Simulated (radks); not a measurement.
Results of a calculation; reference values are marked as such.
The tellurium anion Te- inside a hard spherical wall (all orbitals vanish at R), configuration held at [Kr] 4d10 5s2 5p5 and not refilled when levels cross. Code: a radial shooting solver on a logarithmic mesh with Libxc functionals. Model: scalar-relativistic Kohn-Sham, LDA (Slater exchange, VWN5 correlation), spin-polarised, spherical densities, point nucleus; open shells are filled with parallel spins first (spin-orbit coupling, left out, can overturn this in heavy ions). Eigenvalues in eV for spin up, with the zero of energy where the potential of the charges vanishes at infinity; a dash marks a level that is unbound or too diffuse for the functional's potential to be trusted. A positive occupied level is held by the wall or, in an anion where self-interaction has pushed it up, behind a barrier. The pressure on the wall is -dE/dV.

R (bohr)  E (hartree)  kinetic (hartree)    e(4p)    e(4d)   e(5s)   e(5p)  e(6s, empty)  e(5d, empty)  pressure (GPa)
20        -6788.97496           7111.410  -106.98  -34.510  -8.664   0.107         2.261         2.874        < 0.0001
15        -6788.97489           7111.410  -106.96  -34.495  -8.649   0.120         2.799         3.942        0.000500
10        -6788.97243           7111.426  -106.74  -34.273  -8.450   0.300         4.213         6.052          0.0463
8         -6788.96177           7111.486  -106.20  -33.736  -7.992   0.730         6.064         7.799           0.422
6         -6788.88816           7111.847  -104.18  -31.737  -6.397   2.371        11.774        11.689            5.77
4         -6788.11828           7114.993  -95.262  -23.070   0.753  10.863        38.493        26.109             162
3         -6785.45903           7124.448  -81.041   -9.522  15.743  29.374        92.548        53.444            1430
2.5       -6780.86350           7140.086  -65.982    4.889  36.787  54.748        160.18        87.528            5470
1.5       -6715.62065           7339.540   37.115   115.15  271.28  312.33        715.20        372.79          208000
